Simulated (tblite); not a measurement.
H2O4W, singlet, at a GFN2-xTB geometry (such geometries of metal compounds can be far from the true shape); GFN1-xTB run with tblite.

The tblite input:
```
$ tblite run mol.xyz --method gfn1 --charge 0 --spin 0 --etemp 2000 --json tblite.json --no-restart

# file mol.xyz
7

W      0.04245152     0.00010856     0.00617511
O      1.16227353     0.78461633    -0.99567295
O      0.83435974    -0.77951039     1.28610829
O     -0.90205874    -1.26075159    -0.99386071
H     -1.13046067    -2.02030589    -1.54734730
O     -1.15412496     1.25549336     0.69476301
H     -1.53454846     2.01349073     1.15968831
```

The log (banner, timings and long lists left out):

```
xTB calculator
 | screened Coulomb repulsion
 | Coulomb electrostatics
 |  * isotropic Klopman-Ohno-Mataga-Nishimoto electrostatics
 |  * onsite third-order electrostatics
 | DFT-D3(BJ) dispersion correction

halogen bonding energy    0.0000000000000E+00 Eh
repulsion energy          1.2746828500842E-01 Eh
dispersion energy        -1.8998792655213E-03 Eh
number of electrons       3.2000000000000E+01 e
integral cutoff           3.6814730210589E+01 bohr

------------------------------------------------------------
  cycle        total energy    energy error   density error
------------------------------------------------------------
      1     -21.94164448362  -2.2067213E+01   1.2710526E+00
      2     -22.34868789100  -4.0704341E-01   4.7525191E-01
      3     -22.38397745885  -3.5289568E-02   1.7539501E-01
      4     -22.38011630007   3.8611588E-03   8.8083400E-02
      5     -22.38104757344  -9.3127337E-04   7.8815977E-02
      6     -22.38573781886  -4.6902454E-03   5.3870863E-03
      7     -22.38575648332  -1.8664462E-05   1.2745460E-03
      8     -22.38575731870  -8.3537461E-07   2.8019726E-04
      9     -22.38575737042  -5.1720267E-08   5.5445933E-05
     10     -22.38575737191  -1.4938628E-09   2.1407385E-06
------------------------------------------------------------

electronic energy        -2.2511325777656E+01 Eh
total energy             -2.2385757371913E+01 Eh

Post processing:
 | Mayer-Wiberg bond orders

[Info] JSON dump of results written to 'tblite.json'
```
